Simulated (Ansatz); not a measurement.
Ga(F)2(OSiH3) (F2GaH3OSi), SMILES [SiH3][O][Ga]([F])[F].

Geometry: B3LYP-D3(BJ)/def2-SVP. The structure was generated by enumeration; whether it is a known compound was not checked. One conformer was computed; it need not be the lowest.

Two levels are set side by side: PBE/def2-SVPD (Ansatz, a program for electronic structure) and PBE0/def2-SVPD (Ansatz). Energy differences of separate SCF runs at the same geometry; the states with an electron removed or added have multiplicity 2 and 2. Differences are taken from unrounded values.

```
quantity                            PBE0
---------------------------------  -----
vertical ionisation energy (eV)    11.54
vertical electron affinity (eV)     0.53
vertical singlet–triplet gap (eV)   5.86
```

**Question.** What does PBE give, and how far is it from PBE0? (Estimate from the structure and the level; the computed values follow.)

**Answer.** 
| quantity | PBE | PBE minus PBE0 |
|---|---|---|
| vertical ionisation energy (eV) | 11.09 | -0.45 |
| vertical electron affinity (eV) | 0.71 | 0.18 |
| vertical singlet–triplet gap (eV) | 5.27 | -0.59 |
